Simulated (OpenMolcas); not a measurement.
Ho3+ with 8 ligands (fluoride) in square antiprismatic coordination (D4d) at 2.25 Å, a polar angle of 55.6° against the regular 57.3°. A charge of +0.625 e stands 3.2 Å behind each ligand. Ligand basis ANO-RCC-VDZP.

* Program: OpenMolcas 26.06
* Method: CASSCF
* Basis: ANO-RCC-VTZP [8s7p5d3f2g1h]
* Scalar Hamiltonian: DKH2, point nucleus
* Active space: 10 electrons in 7 orbitals (4f)
* State averaging: 2S+1 = 5 even, 35 roots (30 in the spin-orbit step); 2S+1 = 3 even, 104 roots kept (CI in the orbitals of an earlier block); 2S+1 = 1 even, 31 roots kept (CI in the orbitals of an earlier block)
* Spin-orbit coupling: RASSI with atomic mean-field integrals over the reference wave functions

Problem. What is the spin-free ground state?

Solution. A state of multiplicity 5, 2-fold in its orbital part, 100 % from free-ion I terms; it has the highest spin that f10 allows.

Problem. Where is the first state of the same spin?

Solution. A 1-fold state lies at 67.1 cm-1 above the ground state.

Problem. What are the lowest two levels with spin-orbit coupling?

Solution. A 1-fold level, then a 1-fold level 0.3 cm-1 above it. Their leading multiplicities are 5 (94 %) and 5 (94 %).

Problem. What is χT at 300 K, and how does it compare with the textbook value?

Solution. Hund's rules give f10 the level 5I8 with g = 1.250, so an isolated free-ion multiplet has χT = g² J(J+1) / 8 = 14.062 cm3 K/mol. The computed 13.812 at 300 K differs by -2 %, through the field's splitting, the mixing of terms and any other multiplet in reach.

High states are left out of the spin-orbit mixing, which shifts the levels that they would mix with. Without dynamic correlation the ligand-field splitting of an f shell can come out too small, at times by half. The distance lies 3 % under the 2.33 Å that this model takes as the normal distance (a Shannon-type radius plus a fixed donor radius); by an R⁻⁵ law this alone changes a d-shell field by about +19 %. The first state left out of the spin-orbit step lies near 45000 cm-1 above the lowest spin-free state of the reference (among the parities and spins computed), and the lists stop at four fifths of that energy or lower. No measured value stands beside these numbers; the geometry was imposed, not optimised, and the real ion may take another.
